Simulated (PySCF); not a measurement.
Cl2Fe (SMILES [Cl][Fe][Cl]), quintet, at a GFN2-xTB geometry (such geometries of metal compounds can be far from the true shape); R2SCAN/6-31G** (PySCF).

PySCF was given this input:
```python
from pyscf import gto, scf, dft

mol = gto.Mole()
mol.atom = '''
    Fe   -0.408154    0.208577   -0.362930
    Cl    1.549928    0.147501   -0.938081
    Cl   -0.925693   -0.466502    1.493150
'''
mol.basis = '6-31g**'
mol.charge = 0
mol.spin = 4
mol.verbose = 4
mol.build()

mf = dft.UKS(mol)
mf.xc = 'r2scan'
mf.grids.atom_grid = (99, 590)
mf.grids.prune = None
mf.kernel()
```

What does PySCF print? Leave out banner, timings and long lists.


```
PySCF version 2.14.0

[INPUT] verbose = 4
[INPUT] num. atoms = 3
[INPUT] num. electrons = 60
[INPUT] charge = 0
[INPUT] spin (= nelec alpha-beta = 2S) = 4
[INPUT] symmetry False subgroup None
[INPUT] Mole.unit = angstrom
[INPUT] Symbol           X                Y                Z      unit          X                Y                Z       unit  Magmom
[INPUT]  1 Fe    -0.408154000000   0.208577000000  -0.362930000000 AA   -0.771299276646   0.394153405883  -0.685838302388 Bohr   0.0
[INPUT]  2 Cl     1.549928000000   0.147501000000  -0.938081000000 AA    2.928939432795   0.278736493099  -1.772716172658 Bohr   0.0
[INPUT]  3 Cl    -0.925693000000  -0.466502000000   1.493150000000 AA   -1.749306245427  -0.881561016562   2.821644562894 Bohr   0.0

nuclear repulsion = 272.517983848057
number of shells = 28
number of NR pGTOs = 199
number of NR cGTOs = 70
basis = 6-31g**
ecp = {}

******** <class 'pyscf.dft.uks.UKS'> ********
method = UKS
initial guess = minao
damping factor = 0
level_shift factor = 0
DIIS = <class 'pyscf.scf.diis.CDIIS'>
diis_start_cycle = 1
diis_space = 8
diis_damp = 0
SCF conv_tol = 1e-09
SCF conv_tol_grad = None
SCF max_cycles = 50
direct_scf = True
direct_scf_tol = 1e-13
number electrons alpha = 32  beta = 28
XC library pyscf.dft.libxc version 7.1.2
    S. Lehtola, C. Steigemann, M. J. T. Oliveira, and M. A. L. Marques,  SoftwareX 7, 1–5 (2018)
XC functionals = r2scan
    J. W. Furness, A. D. Kaplan, J. Ning, J. P. Perdew, and J. Sun,  J. Phys. Chem. Lett. 11, 8208–8215 (2020)
    J. W. Furness, A. D. Kaplan, J. Ning, J. P. Perdew, and J. Sun,  J. Phys. Chem. Lett. 11, 9248–9248 (2020)
    J. W. Furness, A. D. Kaplan, J. Ning, J. P. Perdew, and J. Sun,  J. Phys. Chem. Lett. 11, 8208–8215 (2020)
    J. W. Furness, A. D. Kaplan, J. Ning, J. P. Perdew, and J. Sun,  J. Phys. Chem. Lett. 11, 9248–9248 (2020)
radial grids:
    Treutler-Ahlrichs [JCP 102, 346 (1995); DOI:10.1063/1.469408] (M4) radial grids

becke partition: Becke, JCP 88, 2547 (1988); DOI:10.1063/1.454033
pruning grids: None
grids dens level: 3
symmetrized grids: False
atomic radii adjust function: <function treutler_atomic_radii_adjust>
User specified grid scheme (99, 590)
small_rho_cutoff = 0
Set gradient conv threshold to 3.16228e-05
tot grids = 175232
init E= -2183.06637072829

cycle= 1 E= -2170.69035821776  delta_E= 12.4  |g|= 3.42  |ddm|= 10.3

cycle= 2 E= -2138.52469118457  delta_E= 32.2  |g|= 6.76  |ddm|= 11.3

cycle= 3 E= -2172.45540189316  delta_E= -33.9  |g|= 5.09  |ddm|= 7.18
cycle= 4 E= -2173.290225378  delta_E= -0.835  |g|= 4.95  |ddm|= 1.14
cycle= 5 E= -2173.51254595896  delta_E= -0.222  |g|= 4.92  |ddm|= 0.459
cycle= 6 E= -2173.83384105585  delta_E= -0.321  |g|= 4.86  |ddm|= 0.396
cycle= 7 E= -2174.3317268826  delta_E= -0.498  |g|= 4.76  |ddm|= 0.321
cycle= 8 E= -2174.84112161935  delta_E= -0.509  |g|= 4.66  |ddm|= 0.396
cycle= 9 E= -2174.79633910045  delta_E= 0.0448  |g|= 4.66  |ddm|= 0.201

cycle= 10 E= -2161.3215086991  delta_E= 13.5  |g|= 6.55  |ddm|= 9.43

cycle= 11 E= -2183.73444224247  delta_E= -22.4  |g|= 0.542  |ddm|= 9.15
cycle= 12 E= -2183.77656566528  delta_E= -0.0421  |g|= 0.546  |ddm|= 1.12
cycle= 13 E= -2183.91553613361  delta_E= -0.139  |g|= 0.0793  |ddm|= 0.572
cycle= 14 E= -2183.91836898647  delta_E= -0.00283  |g|= 0.0449  |ddm|= 0.164
cycle= 15 E= -2183.91966333493  delta_E= -0.00129  |g|= 0.00778  |ddm|= 0.0622
cycle= 16 E= -2183.91973591238  delta_E= -7.26e-05  |g|= 0.00619  |ddm|= 0.0279
cycle= 17 E= -2183.91976085341  delta_E= -2.49e-05  |g|= 0.00548  |ddm|= 0.0215
cycle= 18 E= -2183.91977503567  delta_E= -1.42e-05  |g|= 0.0021  |ddm|= 0.0091
cycle= 19 E= -2183.91977908339  delta_E= -4.05e-06  |g|= 0.000741  |ddm|= 0.01
cycle= 20 E= -2183.91977934137  delta_E= -2.58e-07  |g|= 0.000167  |ddm|= 0.000821
cycle= 21 E= -2183.91977936906  delta_E= -2.77e-08  |g|= 0.000163  |ddm|= 0.000891
cycle= 22 E= -2183.91977938125  delta_E= -1.22e-08  |g|= 1.37e-05  |ddm|= 0.00038
cycle= 23 E= -2183.91977938139  delta_E= -1.39e-10  |g|= 4.02e-06  |ddm|= 3.71e-05
Extra cycle  E= -2183.91977938143  delta_E= -3.64e-11  |g|= 6.73e-06  |ddm|= 1.93e-05
converged SCF energy = -2183.91977938143  <S^2> = 6.0232859  2S+1 = 5.0093057
```
